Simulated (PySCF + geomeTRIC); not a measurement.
Level of theory: B3LYP-D3(BJ)/def2-TZVP (PySCF + geomeTRIC). fastk is a local helper that only speeds up exchange builds. No frequencies were computed at this level.

```python
import json, numpy as np
from pyscf import gto, dft
from fastk import lowrank_exchange
atoms = """
F      1.318760    -1.247385     0.559059
C      0.906407    -0.041996     0.116789
F      1.357833     0.858760     1.013145
F      1.589192     0.190983    -1.022565
Si    -1.023615     0.047426    -0.131891
H     -1.265750     1.405302    -0.604778
H     -1.572732    -0.227568     1.190579
H     -1.310093    -0.985523    -1.120337
"""
def scf(charge, spin, dm0=None):
    mol = gto.M(atom=atoms, basis='def2-tzvp', ecp={}, charge=charge, spin=spin, verbose=3, max_memory=5040)
    mf = dft.KS(mol, xc='b3lyp').density_fit(auxbasis="def2-universal-jkfit")
    mf.disp = 'd3bj'
    mf.grids.level = 3
    mf.conv_tol = 1e-8
    mf.max_cycle = 60
    mf.kernel(dm0)
    if not mf.converged:
        mf = mf.newton().run(mf.mo_coeff, mf.mo_occ).undo_soscf()
    return mf
mf = scf(0, 0)
from pyscf.geomopt.geometric_solver import kernel as optimize
path = []
done, mol = optimize(mf, maxsteps=80, assert_convergence=False, callback=lambda env: path.append((env["energy"], bool(env["g_scanner"].converged))))
res = dict(converged=bool(done and path[-1][1]), energy=path[-1][0], path=[e for e, c in path], xyz=mol.atom_coords(unit="Angstrom").tolist(), nao=mol.nao)
json.dump(res, open("result.json", "w"))
```

Output:

```
converged SCF energy = -629.114797825012
Geometry optimization cycle 1
converged SCF energy = -629.114797824971
cycle 1: E = -629.114797825  dE = -629.115  norm(grad) = 0.0266412
Geometry optimization cycle 2
converged SCF energy = -629.116114154636
cycle 2: E = -629.116114155  dE = -0.00131633  norm(grad) = 0.00676622
Geometry optimization cycle 3
converged SCF energy = -629.116180485457
cycle 3: E = -629.116180485  dE = -6.63308e-05  norm(grad) = 0.00162158
Geometry optimization cycle 4
converged SCF energy = -629.11618675806
cycle 4: E = -629.116186758  dE = -6.2726e-06  norm(grad) = 0.000279617
Geometry optimization cycle 5
converged SCF energy = -629.116187423622
cycle 5: E = -629.116187424  dE = -6.65563e-07  norm(grad) = 0.000383954
<class 'geometric.internal.Distance'> : 7
<class 'geometric.internal.Angle'> : 12
<class 'geometric.internal.Dihedral'> : 9
<class 'geometric.internal.TranslationX'> : 1
<class 'geometric.internal.TranslationY'> : 1
<class 'geometric.internal.TranslationZ'> : 1
<class 'geometric.internal.RotationA'> : 1
<class 'geometric.internal.RotationB'> : 1
<class 'geometric.internal.RotationC'> : 1
Step    0 : Gradient = 9.419e-03/1.823e-02 (rms/max) Energy = -629.1147978250
Step    1 : Displace = 2.449e-02/3.297e-02 (rms/max) Trust = 1.000e-01 (=) Grad = 2.392e-03/4.571e-03 (rms/max) E (change) = -629.1161141546 (-1.316e-03) Quality = 0.992
Step    2 : Displace = 9.289e-03/1.189e-02 (rms/max) Trust = 1.414e-01 (+) Grad = 5.733e-04/1.162e-03 (rms/max) E (change) = -629.1161804855 (-6.633e-05) Quality = 0.761
Step    3 : Displace = 1.975e-03/2.647e-03 (rms/max) Trust = 2.000e-01 (+) Grad = 9.886e-05/2.031e-04 (rms/max) E (change) = -629.1161867581 (-6.273e-06) Quality = 0.993
Step    4 : Displace = 6.148e-04/1.043e-03 (rms/max) Trust = 2.828e-01 (+) Grad = 1.357e-04/1.842e-04 (rms/max) E (change) = -629.1161874236 (-6.656e-07) Quality = 0.288
Converged! =D
```

Cost: about 100 core-seconds (a rough figure).
